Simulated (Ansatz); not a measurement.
Ansatz (a program for electronic structure) input (PBE/aug-pcseg-3):

Ansatz 0.2 input:
```yaml
crystal:
  periodic: [false, false, false]
  atoms:
    - {symbol: H, position_ang: [0.00000000, 0.00000000, 0.00000000]}
basis:
  gaussian:
    orbitals: aug-pcseg-3
hamiltonian:
  xc: {name: PBE}
magnetization: {spin_polarized: true, initial_magnetization: 1}
scf: {lower_state_search: full}
```

Output:

```
Functional definition: PBE
integrals: 0.00 GiB planned
73 factors; their error is unknown
mean field: 0.07 GiB planned
mean field evaluation 1: about -13.5978 eV, gradient 7.0e-1 eV
mean field evaluation 2: about -13.6052 eV, gradient 1.3e-1 eV
mean field evaluation 4: about -13.6051 eV, gradient 3.6e-3 eV
mean field evaluation 8: about -13.5975 eV, gradient 7.0e-1 eV
mean field evaluation 16: about -13.6051 eV, gradient 3.6e-3 eV
mean field -13.60512169 eV, -0.4999790001 hartree, gradient 3.8e-6 eV, S^2 0.750000; 2 other end points of the search recorded, 0 dependent functions left out
reference -13.60516326 eV, -0.4999805279 hartree; 1, 0 occupied and 48, 49 virtual orbitals, 73 factors
Total energy: -13.60516326 eV, -0.4999805279 hartree
```
